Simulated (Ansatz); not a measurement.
`[NH2][Ga]([NH2])[O][SiH3]` + HBr → `[NH2][Ga]([NH2])[Br]` + silanol  (ligand exchange at a Ga–O bond)

Program: Ansatz. Geometries: PBE0-D4/def2-TZVP. ΔE: electronic, gas phase. CBS: MP2 limit from def2 TZ/QZ plus the TZ coupled-cluster correction, frozen cores. DFT in def2-TZVPP. B3LYP here is the variant with VWN-RPA as its local correlation; programs differ in this. HSE06 is defined as in plane-wave codes. For Br, Ga outer-core shells are correlated without core-valence functions, which leaves a few kJ/mol of doubt a bond. Scalar relativity is left out up to krypton. Each species was taken in one conformer, which may not be the lowest.

| level | ΔE (kJ/mol) | difference from CCSD(T)/CBS |
| --- | --- | --- |
| LDA (SPW92) | -59.9 | -2.5 |
| PBE-D4 | -62.6 | -5.2 |
| revPBE-D4 | -60.6 | -3.2 |
| BLYP-D4 | -54.3 | 3.1 |
| r2SCAN-D4 | -61.0 | -3.6 |
| PBE0-D4 | -65.0 | -7.6 |
| B3LYP-D4 | -57.2 | 0.2 |
| r2SCANh-D4 | -62.1 | -4.7 |
| r2SCAN0-D4 | -63.7 | -6.3 |
| HSE06-D4 | -65.4 | -8.0 |
| BHLYP-D4 | -59.5 | -2.1 |
| CAM-B3LYP-D4 | -54.1 | 3.3 |
| ωB97X-V | -58.9 | -1.5 |
| ωB97M-V | -61.2 | -3.8 |
| B2PLYP | -58.7 | -1.3 |
| PBE-QIDH | -64.0 | -6.6 |
| PBE | -65.4 | -8.0 |
| revPBE | -67.1 | -9.7 |
| BLYP | -59.6 | -2.2 |
| r2SCAN | -62.1 | -4.7 |
| PBE0 | -67.6 | -10.2 |
| B3LYP | -61.3 | -3.9 |
| r2SCAN0 | -65.0 | -7.6 |
| HSE06 | -67.9 | -10.5 |
| BHLYP | -62.6 | -5.2 |
| CAM-B3LYP | -56.8 | 0.6 |
| LC-ωPBE | -60.2 | -2.8 |
| RPA@PBE/def2-TZVPP | -48.7 | 8.7 |
| HF/def2-SVP | -56.0 | 1.4 |
| MP2/def2-SVP | -48.2 | 9.2 |
| CCSD/def2-SVP | -45.1 | 12.3 |
| CCSD(T)/def2-SVP | -44.2 | 13.2 |
| HF/def2-TZVPP | -65.1 | -7.7 |
| MP2/def2-TZVPP | -57.5 | -0.1 |
| CCSD(T)/def2-TZVPP | -54.0 | 3.4 |
| MP2/def2-QZVPP | -58.7 | -1.3 |
| SCS-MP2/def2-QZVPP | -55.3 | 2.1 |
| HF/CBS(def2) | -62.6 | -5.2 |
| MP2/CBS(def2) | -60.9 | -3.5 |
| CCSD/CBS(def2) | -58.1 | -0.7 |
| CCSD(T)/CBS | -57.4 | 0 |

Task: What do rigid-rotor, harmonic-oscillator terms from PBE0-D4/def2-TZVP frequencies (298.15 K, 1 bar) make of the CCSD(T)/CBS value? (Estimate.)

Result: Ansatz gave: ΔZPE = +10.2 kJ/mol, ΔH = -49.7 kJ/mol, ΔS = 2 J/(mol·K), ΔG = -50.1 kJ/mol. Modes under 50 cm⁻¹ make the entropy rough.

Largest T1 diagnostic among the species: 0.013.

At CCSD(T), def2-SVP lies +13.2 kJ/mol from the extrapolated value and def2-TZVPP +3.4 kJ/mol. Leaving LDA and LC-ωPBE aside and taking each functional with its dispersion term where it has one, the values spread over 11.3 kJ/mol, from HSE06-D4 to CAM-B3LYP-D4. LDA lies +5.6 kJ/mol from PBE without D4. In def2-TZVPP, CCSD(T) changes the Hartree–Fock value by +11.1 kJ/mol (the triples alone add +0.7 kJ/mol) and MP2 by +7.7 kJ/mol.

CCSD(T)/CBS has its own doubt, a few kJ/mol and more with outer-core shells, so smaller differences from it don't rank the levels.
